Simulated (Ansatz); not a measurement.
Reactions of H₄NO₂Y (`[NH2][Y]([OH])[OH]`).

Gas-phase electronic energies from Ansatz, PBE0-D4/def2-TZVP geometries. CBS: MP2 limit from def2 TZ/QZ plus the TZ coupled-cluster correction, frozen cores. Functionals use def2-TZVPP. def2 core potentials past Kr. For Ga, Ge, Mo, Sn, Y outer-core shells are correlated without core-valence functions, which leaves a few kJ/mol of doubt a bond. Scalar relativity is left out up to krypton. Each species was taken in one conformer, which may not be the lowest.

```tsv
reaction	CCSD(T)/CBS(def2) (kJ/mol)
`[NH2][Y]([OH])[OH]` + `[F][Ga]([F])[Cl]` → `[NH2][Y]([OH])[F]` + `[OH][Ga]([F])[Cl]`	-42
`[NH2][Y]([OH])[OH]` + `C[O][SnH2][NH2]` → `C[O][Y]([OH])[OH]` + `[NH2][SnH2][NH2]`	-51
`[NH2][Y]([OH])[OH]` + `[NH2][Mo](=[O])(=[O])[Cl]` → `[NH2][Y]([NH2])[OH]` + `[O]=[Mo](=[O])([OH])[Cl]`	?
`[NH2][Y]([OH])[OH]` + germanium tetrachloride → `[OH][Y]([OH])[Cl]` + `[NH2][Ge]([Cl])([Cl])[Cl]`	-102
```

Question: Fill in the missing values. (Best estimate.)

Answer: Ansatz gave: `[NH2][Y]([OH])[OH]` + `[NH2][Mo](=[O])(=[O])[Cl]` → `[NH2][Y]([NH2])[OH]` + `[O]=[Mo](=[O])([OH])[Cl]`: +63.9 kJ/mol.

Largest T1 diagnostic: 0.024, for `[O]=[Mo](=[O])([OH])[Cl]`.
